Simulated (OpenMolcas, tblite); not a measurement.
## How methods differ on SnSiH5O (SMILES [SiH3][O][SnH2])

SnSiH5O: 8 atoms, total charge 0, spin state doublet. As SMILES, `[SiH3][O][SnH2]`. The coordinates come from a PBE0-D4/def2-TZVP relaxation. This is one conformer, not always the lowest.

```xyz
8

Si   -0.7379    1.0751   -0.4808
O     0.5869    0.3062    0.0788
Sn    0.9565   -1.3321    1.1080
H    -1.8779    0.1277   -0.6588
H    -0.4246    1.6964   -1.7946
H    -1.1735    2.1423    0.4619
H     2.6654   -1.4891    0.9505
H     0.0974   -2.5837    0.2792
```

Each level gives the dipole moment (D). The values are calculated.

```csv
level,kind,program,value (D),CPU time
IPEA1-xTB,semi-empirical,tblite,2.98,under 2 s
UHF/def2-SVPD (core potential),Hartree–Fock,OpenMolcas,2.17,37 s
USVWN5/def2-SVPD (core potential),LDA,OpenMolcas,1.61,79 s
U-revPBE/def2-SVPD (core potential),GGA,OpenMolcas,1.70,1.9 min
U-r2SCAN/def2-SVPD (core potential),meta-GGA,OpenMolcas,1.82,2.5 min
UM06-2X/def2-SVPD (core potential),hybrid meta-GGA,OpenMolcas,2.03,2.1 min
UPBE0/def2-SVPD (core potential),global hybrid,OpenMolcas,1.88,2 min
```

The values span 1.61 to 2.98 D. Magnitudes only. CPU times are rough (shared hosts, several kinds of processor and program).
